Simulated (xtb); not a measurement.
C$_{6}$H$_{14}$N (SMILES [CH2]CN(CC)CC), doublet, at a GFN2-xTB geometry; GFN2-xTB (xtb 6.7.1).

xtb was given this input:
```
$ xtb coord --gfn 2 --uhf 1 --json

# file coord
$coord
     -1.4823778006       4.3726490717      -0.4008679619  c
     -1.7415409073       1.7817877085      -1.3722839439  c
     -0.0830421059       0.0239843095      -0.0755174811  n
     -0.7033071764      -2.5968409291      -0.6053772789  c
     -2.9139551519      -3.5136717751       1.0020406379  c
      2.5722388492       0.6106219681      -0.4796038733  c
      4.1796765515      -0.1704355141       1.7801656054  c
     -1.9996936909       5.9577181992      -1.5503733590  h
     -0.9444476816       4.6721242129       1.5268914333  h
     -1.4414256591       1.7552737171      -3.4482237753  h
     -3.6910194539       1.1087744104      -1.0720165916  h
     -1.1331194119      -2.8848083563      -2.6292391874  h
      0.9470103392      -3.7479692041      -0.1521289246  h
     -4.6563531067      -2.5435298654       0.5082302383  h
     -3.1964709650      -5.5297365792       0.7224082635  h
     -2.5158064304      -3.1617486270       2.9850174147  h
      3.3023348965      -0.2885821174      -2.2153624643  h
      2.7130755641       2.6588880644      -0.7192930500  h
      6.1253828835       0.4264773413       1.4976469388  h
      3.4497239722       0.7116841433       3.4840849190  h
      4.1576968068      -2.2071188553       2.0465413054  h
$end
```

It wrote (shortened):

```
   ID    Z sym.   atoms
    1    6 c      1, 2, 4-7
    2    7 n      3
    3    1 h      8-21

           -------------------------------------------------
          |                Calculation Setup                |
           -------------------------------------------------

           -------------------------------------------------
          |                 G F N 2 - x T B                 |
           -------------------------------------------------

          ...................................................
          :                      SETUP                      :
          :.................................................:
          :  # basis functions                  42          :
          :  # atomic orbitals                  42          :
          :  # shells                           28          :
          :  # electrons                        43          :
          :  max. iterations                   250          :
          :  Hamiltonian                  GFN2-xTB          :
          :  restarted?                      false          :
          :  GBSA solvation                  false          :
          :  PC potential                    false          :
          :  electronic temp.          300.0000000     K    :
          :  accuracy                    1.0000000          :
          :  -> integral cutoff          0.2500000E+02      :
          :  -> integral neglect         0.1000000E-07      :
          :  -> SCF convergence          0.1000000E-05 Eh   :
          :  -> wf. convergence          0.1000000E-03 e    :
          :  Broyden damping             0.4000000          :
          :  net charge                          0          :
          :  unpaired electrons                  1          :
          ...................................................

 iter      E             dE          RMSdq      gap      omega  full diag
   1    -23.0911868 -0.230912E+02  0.290E+00    9.13       0.0  T
   2    -23.1323626 -0.411758E-01  0.166E+00    8.91       1.0  T
   3    -23.1333498 -0.987175E-03  0.721E-01    9.04       1.0  T
   4    -23.1334954 -0.145599E-03  0.101E-01    8.96       1.0  T
   5    -23.1335404 -0.450125E-04  0.510E-02    9.01       1.0  T
   6    -23.1335426 -0.222961E-05  0.130E-02    8.99       1.7  T
   7    -23.1335428 -0.254974E-06  0.253E-03    9.00       8.6  T
   8    -23.1335429 -0.133703E-07  0.888E-04    9.00      24.6  T
   9    -23.1335429 -0.350679E-08  0.210E-04    9.00     103.9  T

   *** convergence criteria satisfied after 9 iterations ***

         :::::::::::::::::::::::::::::::::::::::::::::::::::::
         ::                     SUMMARY                     ::
         :::::::::::::::::::::::::::::::::::::::::::::::::::::
         :: total energy             -22.817169755582 Eh    ::
         :: gradient norm              0.000050124233 Eh/a0 ::
         :: HOMO-LUMO gap              8.997550827820 eV    ::
         ::.................................................::
         :: SCC energy               -23.133456462469 Eh    ::
         :: -> isotropic ES            0.009279256989 Eh    ::
         :: -> anisotropic ES          0.007429903644 Eh    ::
         :: -> anisotropic XC          0.018171306111 Eh    ::
         :: -> dispersion             -0.013457908961 Eh    ::
         :: repulsion energy           0.316286706886 Eh    ::
         :: add. restraining           0.000000000000 Eh    ::
         :: total charge               0.000000000000 e     ::
         :::::::::::::::::::::::::::::::::::::::::::::::::::::

           -------------------------------------------------
          |                Property Printout                |
           -------------------------------------------------

    * Orbital Energies and Occupations

         #    Occupation            Energy/Eh            Energy/eV
      -------------------------------------------------------------
         1        2.0000           -0.6349051             -17.2766
[...]
     1   6 c        2.836    -0.123    31.130     9.143
     2   6 c        3.758     0.023    20.238     6.414
     3   7 n        2.730    -0.180    24.886     7.409
     4   6 c        3.754     0.014    20.391     6.439
     5   6 c        3.752    -0.108    22.628     6.784
     6   6 c        3.755     0.014    20.400     6.440
     7   6 c        3.752    -0.108    22.627     6.783
     8   1 h        0.926     0.032     2.561     2.503
     9   1 h        0.926     0.045     2.381     2.413
    10   1 h        0.922     0.015     2.816     2.624
    11   1 h        0.923     0.056     2.247     2.344
    12   1 h        0.922     0.003     3.008     2.712
    13   1 h        0.924     0.035     2.510     2.477
    14   1 h        0.925     0.035     2.510     2.478
    15   1 h        0.925     0.036     2.505     2.475
    16   1 h        0.925     0.049     2.338     2.391
    17   1 h        0.923     0.003     3.001     2.709
    18   1 h        0.924     0.039     2.466     2.456
    19   1 h        0.925     0.036     2.504     2.475
    20   1 h        0.925     0.047     2.355     2.400
    21   1 h        0.925     0.037     2.484     2.465

 Mol. C6AA /au·bohr⁶  :       3119.653340
 Mol. C8AA /au·bohr⁸  :      64829.444703
 Mol. α(0) /au        :         84.333904

Wiberg/Mayer (AO) data.
largest (>0.10) Wiberg bond orders for each atom

 ---------------------------------------------------------------------------
     #   Z sym  total        # sym  WBO       # sym  WBO       # sym  WBO
 ---------------------------------------------------------------------------
     1   6 c    3.217 --     2 c    1.101     8 h    0.985     9 h    0.983
     2   6 c    3.990 --     1 c    1.101     3 n    1.000    10 h    0.942
                            11 h    0.913
     3   7 n    3.137 --     4 c    1.005     2 c    1.000     6 c    0.999
     4   6 c    3.989 --     5 c    1.014     3 n    1.005    13 h    0.971
                            12 h    0.966
     5   6 c    3.997 --     4 c    1.014    16 h    0.987    15 h    0.986
                            14 h    0.983
     6   6 c    3.987 --     7 c    1.015     3 n    0.999    17 h    0.968
                            18 h    0.966
     7   6 c    3.997 --     6 c    1.015    20 h    0.987    19 h    0.986
                            21 h    0.984
     8   1 h    0.999 --     1 c    0.985
     9   1 h    0.998 --     1 c    0.983
    10   1 h    0.999 --     2 c    0.942
    11   1 h    0.993 --     2 c    0.913
    12   1 h    1.000 --     4 c    0.966
    13   1 h    0.998 --     4 c    0.971
    14   1 h    0.999 --     5 c    0.983
    15   1 h    0.998 --     5 c    0.986
    16   1 h    0.998 --     5 c    0.987
    17   1 h    1.000 --     6 c    0.968
    18   1 h    0.998 --     6 c    0.966
    19   1 h    0.998 --     7 c    0.986
    20   1 h    0.998 --     7 c    0.987
    21   1 h    0.999 --     7 c    0.984
 ---------------------------------------------------------------------------

Topologies differ in total number of bonds
Writing topology from bond orders to xtbtopo.mol

molecular dipole:
                 x           y           z       tot (Debye)
 q only:       -0.005      -0.160       0.060
   full:        0.013      -0.233      -0.278       0.922
molecular quadrupole (traceless):
                xx          xy          yy          xz          yz          zz
 q only:        0.976       0.553      -0.341       0.593      -0.360      -0.634
  q+dip:        0.008       0.196      -0.405       0.870      -0.015       0.396
   full:        0.748       0.334      -0.415       0.793      -0.241      -0.333

           -------------------------------------------------
          | TOTAL ENERGY              -22.817169755582 Eh   |
          | GRADIENT NORM               0.000050124233 Eh/α |
          | HOMO-LUMO GAP               8.997550827820 eV   |
           -------------------------------------------------

normal termination of xtb
```
